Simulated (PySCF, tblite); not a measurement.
C₆H₆F₂O₂.
Z-matrix (Å and degrees, GFN2-xTB geometry), rows numbered from 1:
```
C 
C   1  1.4845
C   2  1.3584  1  132.48
C   3  1.4226  2  107.09  1  -179.63
C   4  1.3563  3  105.01  2    -0.02
O   5  1.3680  4  128.68  3  -179.80
C   6  1.3559  5  116.74  4  -179.70
F   7  1.3547  6  111.44  5   -81.63
F   7  1.3379  6  107.83  5   162.20
O   5  1.3441  4  111.75  3     0.01
H   1  1.0851  2  109.41  3    -2.88
H   1  1.0888  2  110.46  3  -123.23
H   1  1.0894  2  110.60  3   117.30
H   3  1.0702  2  126.69  1     0.58
H   4  1.0682  3  128.12  2   179.84
H   7  1.1050  6  114.59  5    40.58
```

Method: PBE0/pcSseg-1 in PySCF (dipole) on a GFN2-xTB geometry, gas phase.

Take the most abundant isotopes and a rigid rotor. The values belong to one conformer with, in the numbering `[CH3:1][c:2]1[cH:3][cH:4][c:5]([O:6][CH:7]([F:8])[F:9])[o:10]1`, C4–C5–O6–C7 180°, C5–O6–C7–F8 -82°.

Question: What are A, B and C (GHz)?

Answer: Ia = 165.23, Ib = 652.62, Ic = 761.24 u·Å²; 505379 MHz·u·Å²/I gives 3059, 774.4 and 663.9 MHz, that is A = 3.0586, B = 0.7744, C = 0.6639 GHz.

Question: Classify the top.

Answer: A near-prolate asymmetric top. Ray's parameter κ = (2B − A − C)/(A − C) = -0.908; −1 is the prolate and +1 the oblate limit.

Question: Is it planar, by Δ = Ic − Ia − Ib?

Answer: Not planar: Δ = Ic − Ia − Ib = -56.62 u·Å². For a rigid frame Δ = −2 Σ m c², so Σ m c² = 28.31 u·Å² lies off the ab plane: 3.11 from hydrogen and 25.20 from heavier atoms. The atom farthest from that plane is 1.27 Å away.

Question: Give the other two planar moments, Paa and Pbb, and the rms extents of the mass along the axes.

Answer: Paa = Σ m a² = (Ib + Ic − Ia)/2 = 624.32 and Pbb = Σ m b² = (Ia + Ic − Ib)/2 = 136.92 u·Å². With the mass M = 148.03 u, the rms extents √(P/M) along a, b and c are 2.05, 0.96, 0.44 Å.

Question: Give the coordinates in the principal-axis frame, origin at the centre of mass.

Answer: The sense of each axis is arbitrary; atoms in the order of the calculation.
| atom | mass (u) | a (Å) | b (Å) | c (Å) |
| --- | --- | --- | --- | --- |
| C1 | 12.000 | -3.026 | 1.527 | 0.270 |
| C2 | 12.000 | -2.163 | 0.333 | 0.083 |
| C3 | 12.000 | -2.445 | -0.973 | -0.161 |
| C4 | 12.000 | -1.202 | -1.662 | -0.236 |
| C5 | 12.000 | -0.260 | -0.709 | -0.030 |
| O6 | 15.995 | 1.102 | -0.844 | -0.006 |
| C7 | 12.000 | 1.822 | 0.280 | 0.229 |
| F8 | 18.998 | 1.974 | 1.016 | -0.898 |
| F9 | 18.998 | 3.052 | -0.092 | 0.601 |
| O10 | 15.995 | -0.809 | 0.502 | 0.164 |
| H11 | 1.008 | -4.065 | 1.246 | 0.134 |
| H12 | 1.008 | -2.765 | 2.301 | -0.450 |
| H13 | 1.008 | -2.897 | 1.940 | 1.270 |
| H14 | 1.008 | -3.416 | -1.406 | -0.279 |
| H15 | 1.008 | -1.035 | -2.702 | -0.413 |
| H16 | 1.008 | 1.397 | 0.945 | 1.003 |

Question: Where do the levels up to J = 5 lie, in cm⁻¹?

Answer: Above 0(0,0):
J = 1: 1(0,1) 0.0480, 1(1,1) 0.1242, 1(1,0) 0.1279
J = 2: 2(0,2) 0.1438, 2(1,2) 0.2164, 2(1,1) 0.2275, 2(2,1) 0.4561, 2(2,0) 0.4562
J = 3: 3(0,3) 0.2872, 3(1,3) 0.3548, 3(1,2) 0.3769, 3(2,2) 0.6000, 3(2,1) 0.6007, 3(3,1) 0.9903, 3(3,0) 0.9903
J = 4: 4(0,4) 0.4778, 4(1,4) 0.5390, 4(1,3) 0.5759, 4(2,3) 0.7918, 4(2,2) 0.7938, 4(3,2) 1.1824, 4(3,1) 1.1824, 4(4,1) 1.7285, 4(4,0) 1.7285
J = 5: 5(0,5) 0.7151, 5(1,5) 0.7692, 5(1,4) 0.8244, 5(2,4) 1.0314, 5(2,3) 1.0359, 5(3,3) 1.4227, 5(3,2) 1.4228, 5(4,2) 1.9686, 5(4,1) 1.9686, 5(5,1) 2.6707, 5(5,0) 2.6707

Question: Predict some low-J microwave lines.

Answer: The dipole components are |μa| = 3.00 D, |μb| = 0.58 D, |μc| = 1.04 D. Intensities carry the squares of the components, which stand as 1.00 : 0.04 : 0.12 (a : b : c). Some lines, for components of 0.1 D or more:

```
type  branch         J(Ka,Kc)    MHz  lower level (cm⁻¹)
   a       Q  2(1,1) ← 2(1,2)    331               0.216
   a       Q  3(1,2) ← 3(1,3)    663               0.355
   c       Q  3(1,3) ← 3(0,3)   2025               0.287
   b       R  3(0,3) ← 2(1,2)   2122               0.216
   c       Q  1(1,1) ← 1(0,1)   2284               0.048
   b       Q  1(1,0) ← 1(0,1)   2395               0.048
   a       R  2(0,2) ← 1(0,1)   2873               0.048
   a       R  2(1,1) ← 1(1,0)   2987               0.128
   c       R  1(1,0) ← 0(0,0)   3833               0.000
   a       R  3(0,3) ← 2(0,2)   4299               0.144
   a       R  3(2,2) ← 2(2,1)   4315               0.456
   a       R  3(1,2) ← 2(1,1)   4478               0.227
   b       R  2(1,2) ← 1(0,1)   5050               0.048
   c       Q  3(2,2) ← 3(1,2)   6690               0.377
   b       Q  3(2,1) ← 3(1,2)   6709               0.377
   c       Q  2(2,1) ← 2(1,1)   6853               0.227
   b       Q  2(2,0) ← 2(1,1)   6857               0.227
   c       R  3(1,2) ← 2(0,2)   6987               0.144
   b       Q  3(2,2) ← 3(1,3)   7352               0.355
   c       R  2(2,1) ← 1(1,1)   9950               0.124
   b       R  3(2,2) ← 2(1,1)  11168               0.227
   c       R  3(2,2) ← 2(1,2)  11499               0.216
   b       Q  3(3,1) ← 3(2,2)  11700               0.600
   c       R  3(3,0) ← 2(2,0)  16011               0.456
   b       R  3(3,0) ← 2(2,1)  16015               0.456
```

Question: Estimate the classical rotational partition function at 10 K, 200 K and 298.15 K.

Answer: Point group C1, symmetry number σ = 1; q = (√π/σ)·√((kT/h)³/(ABC)), k/h = 20836.6 MHz/K: 4250 at 10 K, 380000 at 200 K, 692000 at 298.15 K.

Its GFN2-xTB frequencies are all real (lowest 33 cm⁻¹). Constants of a rigid frame at the computed geometry: no zero-point averaging, no centrifugal distortion. A rigid rotor knows nothing of internal rotation, which can split or shift real lines.
